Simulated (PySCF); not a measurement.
# C₆ coefficients of unlike pairs at CAM-B3LYP

Calculated with PySCF 2.14 from the dipole response of each species, C₆(A,B) = (3/π) ∫ α_A(iu) α_B(iu) du, in atomic units, from isotropic polarisabilities. For ions this is the dispersion term alone; charge-induced terms of lower order in 1/R come first.

```csv
species,configuration,basis,relativity,α (bohr³),C₆ (like pair)
C³⁺,[He] 2s1 (2S),aug-cc-pwCVQZ (9s8p6d4f2g),none,3.097,2.429
Br⁺,[Ar] 3d10 4s2 4p4 (3P),"x2c-QZVPPall with one added diffuse shell each of s, p, d, f type (12s9p6d5f1g)",spin-free X2C,12.43,77.12
Si⁺,[Ne] 3s2 3p1 (2P),aug-cc-pCVTZ-DK (8s7p5d3f),spin-free X2C,18.86,99.16
```

Question: Estimate C₆ for Si⁺ with Br⁺.

Answer: The integral gives 83.87. The combination rule 2 C_A C_B / (C_A α_B/α_A + C_B α_A/α_B) gives 83.87 and the geometric mean 87.45.

No spin-orbit coupling is included.

The other pairs:

| pair | C₆ |
| --- | --- |
| Br⁺, C³⁺ | 13.05 |
| Si⁺, C³⁺ | 15.50 |
